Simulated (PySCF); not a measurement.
A structure optimised at B3LYP-D3(BJ)/def2-SVP, used in a PySCF frequency run:

```
Si
Cl 1 2.0517
Cl 1 2.0517 2 109.01
Br 1 2.2119 2 109.48 3 119.74
Br 1 2.2119 2 109.48 3 -119.74
```
Charge 0, spin multiplicity 1.

Question: Write its SMILES, formula and point group.

Answer: Cl[Si](Cl)(Br)Br, Br2Cl2Si, C2v

Question: What are its rotational constants (standard atomic weights)?

Answer: 1.0065, 0.70026, 0.61025 GHz
